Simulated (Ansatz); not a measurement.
Hg₃H₁₂Se₃, relaxed as a singlet with RKS PBE-D4/def2-SVP in Ansatz, starting from the GFN1-xTB geometry. Force threshold 0.02 eV/Å.

In the def2 sets Hg takes a core potential; there is no spin–orbit coupling. In the singlet geometry the species has come apart into loosely held pieces.

Start:

```xyz
18

Se    1.702   -1.635   -0.146
Hg    0.350   -1.765   -2.753
Se   -1.419    0.394   -1.840
Hg    1.972   -0.555    2.566
Se   -0.254    1.270    1.980
Hg   -2.369    2.273    0.204
H     1.781   -3.034    0.150
H     3.066   -1.581   -0.577
H     1.415   -0.937   -3.693
H    -0.625   -3.071   -2.538
H    -1.334    1.276   -2.964
H    -2.676   -0.137   -2.272
H     3.260    0.450    2.390
H     1.200   -1.717    3.434
H     0.321    2.508    2.412
H    -1.014    1.122    3.185
H    -3.678    1.457    0.771
H    -1.699    3.683   -0.310
```

| step | energy (eV) | largest force component (eV/Å) | SCF passes |
| --- | --- | --- | --- |
| 1 | -208718.5650 | 1.586 | 17 |
| 2 | -208719.8022 | 1.057 | 23 |
| 3 | -208720.1629 | 0.250 | 18 |
| 4 | -208720.3034 | 0.045 | 18 |
| 5 | -208720.3204 | 0.013 | 19 |
| 6 | -208720.3221 | 0.013 | 19 |

Force components are those of the run's own axes.

End:

```xyz
18

Se    1.712   -1.649   -0.147
Hg    0.425   -2.129   -3.322
Se   -1.428    0.402   -1.862
Hg    2.381   -0.668    3.103
Se   -0.260    1.273    1.996
Hg   -2.858    2.744    0.246
H     1.811   -3.099    0.158
H     3.129   -1.616   -0.590
H     1.500   -1.029   -3.971
H    -0.642   -3.278   -2.747
H    -1.361    1.305   -3.038
H    -2.732   -0.142   -2.316
H     3.493    0.465    2.584
H     1.323   -1.818    3.692
H     0.321    2.557    2.460
H    -1.034    1.134    3.255
H    -3.930    1.602    0.827
H    -1.851    3.946   -0.328
```

Bonds lost: Se1–Hg2, Se1–Hg4, Hg2–Se3, Se3–Hg6, Hg4–Se5, Se5–Hg6 (atoms count from 1). The end holds 6 separate pieces.

The force fell under the threshold at step 5, but the optimiser went on. No frequencies were taken in this run, so the end may be a saddle point.

It took 20 s on 4 threads of Arm Neoverse V2 on a shared host.
